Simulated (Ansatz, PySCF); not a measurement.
Gas-phase reaction R1 → P1, each structure at its B3LYP-D3(BJ)/def2-TZVP stationary point, reached from a drawn start; harmonic modes at that level show minima.
R1, C3H4 (SMILES C#CC) (charge 0, multiplicity 1):
```xyz
7

C     -0.93782    -0.09187    -0.12476
C      0.49683     0.04869     0.06609
C      1.68031     0.16459     0.22353
H     -1.16563    -0.96552    -0.73875
H     -1.35290     0.78715    -0.62192
H     -1.44870    -0.21029     0.83290
H      2.72801     0.26724     0.36291
```
P1, C3H4 (SMILES C1=CC1) (charge 0, multiplicity 1):
```tsv
atom	x (Å)	y (Å)	z (Å)
C	-0.5665	0.6645	0.0979
C	-0.6289	-0.6091	-0.0746
C	0.7611	-0.0353	-0.0148
H	-1.0627	1.6085	0.2328
H	-1.2152	-1.5029	-0.1884
H	1.3681	-0.1857	0.8766
H	1.3443	0.0600	-0.9295
```

P less R. No zero-point or thermal terms.

Cores are frozen in the correlated methods. CBS: X⁻³ extrapolation of the correlation energy, Hartree–Fock from the larger set.

Run with Ansatz (Gaussian basis) for Hartree–Fock, density functionals and correlated methods; PySCF for the D3/D4 terms. All values are computed, each at the level named.

| level | reaction energy (eV) |
|---|---|
| BLYP-D4/def2-TZVPP | 1.047 |
| revPBE-D3(BJ)/def2-TZVPP | 0.844 |
| B2PLYP/def2-TZVPP | 1.061 |
| B2PLYP-D3(BJ)/def2-TZVPP | 1.059 |
| MP2/cc-pVDZ | 1.007 |
| MP2/CBS(cc-pVTZ, cc-pVQZ) | 1.030 |
| CCSD/cc-pVTZ | 1.032 |
| CCSD(T)/cc-pVDZ | 0.988 |
| CCSD(T)/CBS(cc-pVTZ, cc-pVQZ) | (withheld) |

**Question.** Some entries are withheld; supply them.

**Answer.** 
- CCSD(T)/CBS(cc-pVTZ, cc-pVQZ), reaction energy (eV): 1.016

Ansatz is an electronic-structure program.
